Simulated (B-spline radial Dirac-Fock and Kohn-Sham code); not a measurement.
L1 edges in EELS at 200 kV and 5 mrad, Tc to Ho

Model: the first Born approximation with generalised oscillator strengths from a Dirac-Hartree-Slater potential (longitudinal and transverse terms; continuum final states only, so no white lines or fine structure). Program: a radial atomic solver. Partial cross sections in barn for windows above the edge. Edges are tabulated values, any marked * orbital energies of the model.

| Z | element | edge (eV) | Δ = 50 eV | Δ = 100 eV | Δ = 200 eV |
| --- | --- | --- | --- | --- | --- |
| 43 | Tc | 3043.0 | 0.971 | 1.88 | 3.51 |
| 44 | Ru | 3224.0 | 0.777 | 1.51 | 2.83 |
| 45 | Rh | 3412.0 | 0.624 | 1.21 | 2.28 |
| 46 | Pd | 3604.0 | 0.495 | 0.967 | 1.84 |
| 47 | Ag | 3806.0 | 0.407 | 0.790 | 1.50 |
| 48 | Cd | 4018.0 | 0.331 | 0.643 | 1.22 |
| 49 | In | 4238.0 | 0.267 | 0.519 | 0.988 |
| 50 | Sn | 4465.0 | 0.215 | 0.421 | 0.804 |
| 55 | Cs | 5714.0 | 0.0795 | 0.157 | 0.302 |
| 60 | Nd | 7126.0 | 0.0326 | 0.0643 | 0.125 |
| 62 | Sm | 7737.0 | 0.0233 | 0.0460 | 0.0894 |
| 63 | Eu | 8052.0 | 0.0198 | 0.0391 | 0.0760 |
| 64 | Gd | 8376.0 | 0.0168 | 0.0332 | 0.0646 |
| 67 | Ho | 9394.0 | 0.0105 | 0.0208 | 0.0406 |

Values without a named source are computed, but for edge energies of neutral atoms, which are taken from tables.
